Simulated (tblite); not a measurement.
Method: GFN2-xTB as coded in tblite; computed harmonic values from a numerical Hessian at the method's own geometry, unscaled. The method is semi-empirical: single wavenumbers can be off by several per cent or more. Modes of hydrogen on phosphorus and silicon can be 10 to 20 % off. One conformer each. Thermal functions are those of the rigid rotor and harmonic oscillator, without mixing of conformers.

Problem. Order these by their zero-point energy, highest first (kcal/mol).
A. `c1ccc(C2CC2)pc1`
B. `CS(=O)(=O)CC(=O)O[SiH3]`
C. `C#CCP1C(C)=C1C=C`
D. `c1ccc([C@@H]2CP2)cc1`
E. `C=C1CC[C@@H](Cl)C1`
F. `C=P12C=CC(C=C1)C=C2`

Solution. A (89.8), D (88.3), F (86.5), C (84.8), E (83.5), B (69.3).

```
                 SMILES  atoms  mass (u)  symmetry number  modes under 300 cm⁻¹  ZPE (kcal/mol)  S translation (cal/(mol K))  S rotation  S vibration      S    Cp
        c1ccc(C2CC2)pc1     18    136.04                1                     5            89.8                         40.7        29.1         19.7   89.5  33.6
   c1ccc([C@@H]2CP2)cc1     18    136.04                1                     4            88.3                         40.7        29.3         18.9   88.9  33.8
    C=P12C=CC(C=C1)C=C2     18    136.04                1                     3            86.5                         40.7        28.5         17.0   86.1  36.6
       C#CCP1C(C)=C1C=C     18    136.04                1                     9            84.8                         40.7        29.7         37.6  108.0  41.7
     C=C1CC[C@@H](Cl)C1     16    116.04                1                     3            83.5                         40.2        28.0         15.4   83.6  28.0
CS(=O)(=O)CC(=O)O[SiH3]     17    167.99                1                     9            69.3                         41.3        29.9         37.4  108.6  43.4
```

Entropies and Cp are for 298.15 K and 1 bar.
